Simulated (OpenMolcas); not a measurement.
Mn4+ among 2 point charges of -3 e arranged as a linear pair (D∞h).

```yaml
Program: OpenMolcas 26.06
Method: CASSCF
Basis: ANO-RCC-VDZP [5s4p2d1f]
Scalar_Hamiltonian: DKH2, point nucleus
Active_space: 3 electrons in 5 orbitals (3d)
State_averaging: 2S+1 = 4 even, 10 roots; 2S+1 = 2 even, 40 roots
Spin-orbit_coupling: RASSI with atomic mean-field integrals over the reference wave functions
```

All point charges move together. At R = 1.96 Å the first state of the same spin is 842.5 cm-1, and at R = 2.05 Å it is 525.5 cm-1.

Q: A third run gives 2008 cm-1. What distance was it run at?

A: With a power law R^-n the two known points give n = -ln(525.5 / 842.5) / ln(2.05 / 1.96) = 10.51. Then R = 1.96 × (842.5 / 2008)^(1/10.51) = 1.805 Å. The run was at 1.77 Å, so the estimate is off by +0.035 Å.

Without dynamic correlation the repulsion within the d shell is too large (B by tens of per cent), so at a given field states of lower spin stand too high. This is an electrostatic model: the charges have no orbitals. No measured value stands beside these numbers.
